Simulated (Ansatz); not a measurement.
Potential energy curve for OH (cation, charge +1), triplet.

Method: unrestricted B3LYP/cc-pVTZ (Ansatz, a quantum-chemistry and plane-wave program).

The batch members p0 to p11 hold the bond at 0.79, 0.82, 0.87, 0.94, 0.96, 0.99, 1.04, 1.06, 1.11, 1.15, 1.21, 1.28 Å.

Ansatz input:

Ansatz 0.2 input:
```yaml
# input.yaml
basis:
  gaussian: { orbitals: cc-pvtz }
hamiltonian:
  xc: b3lyp
batch:
  members: [p0.yaml, p1.yaml, p2.yaml, p3.yaml, p4.yaml, p5.yaml, p6.yaml, p7.yaml, p8.yaml, p9.yaml, p10.yaml, p11.yaml]

# p6.yaml, one of the 12 members of this batch
crystal:
  periodic: [false, false, false]
  atoms:
    - { symbol: O, position_ang: [0.0, 0.0, 0.0] }
    - { symbol: H, position_ang: [0.0, 0.0, 1.04] }
total_charge: 1
magnetization:
  spin_polarized: true
  initial_magnetization: 2
```

Lines of the output on each member:

```
Member 5: Total energy: -2048.46282758 eV, -75.2796204156 hartree
Member 6: Total energy: -2048.50499302 eV, -75.2811699668 hartree
Member 4: Total energy: -2048.38600051 eV, -75.2767970730 hartree
Member 3: Total energy: -2048.30808744 eV, -75.2739338204 hartree
Member 7: Total energy: -2048.49787321 eV, -75.2809083189 hartree
Member 2: Total energy: -2047.81543454 eV, -75.2558291601 hartree
Member 0: Total energy: -2046.63898303 eV, -75.2125953648 hartree
Member 1: Total energy: -2047.17822285 eV, -75.2324120626 hartree
Member 8: Total energy: -2048.43459564 eV, -75.2785829109 hartree
Member 9: Total energy: -2048.34792467 eV, -75.2753978115 hartree
Member 10: Total energy: -2048.17687533 eV, -75.2691118641 hartree
Member 11: Total energy: -2047.93889943 eV, -75.2603664111 hartree
```

The unrestricted determinant behind UKS-B3LYP is spin-contaminated at 1.74 to 4.17 Å (<S²> up to 2.5, against 2.00 for a pure triplet).
